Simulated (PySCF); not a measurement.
Al(CF3)(OH)2 (CH₂AlF₃O₂), SMILES F[C]([Al]([OH])[OH])(F)F. Atoms are numbered in the order given.

```xyz
9

Al     0.3665     0.7826     0.5332
C     -0.3400    -0.7727    -0.5121
F     -1.6881    -0.8849    -0.3814
F      0.1806    -1.9625    -0.1370
F     -0.0933    -0.6470    -1.8407
O      1.3898     0.4236     1.8270
H      1.8384     0.9791     2.4677
O     -0.1596     2.2943    -0.0017
H      0.0025     3.1894     0.3018
```
Charge 0, spin multiplicity 1.

Coordinates come from a B3LYP-D3(BJ)/def2-SVP optimisation. The structure was generated by enumeration; whether it is a known compound was not checked. Other conformers were not sampled.

Vertical ionisation energy (IE) and electron affinity (EA) in eV. Rows of orbital energies are one-electron estimates. Where ΔSCF, EOM or ADC give a negative EA the extra electron is unbound and the value depends on the basis.

```json
[
 {"level": "−ε(HOMO), −ε(LUMO), B3LYP/def2-TZVP (PySCF)", "IE": "8.90", "EA": "1.07"},
 {"level": "−ε(HOMO), −ε(LUMO), PBE/def2-TZVP (PySCF)", "IE": "7.50", "EA": "1.53"}
]
```
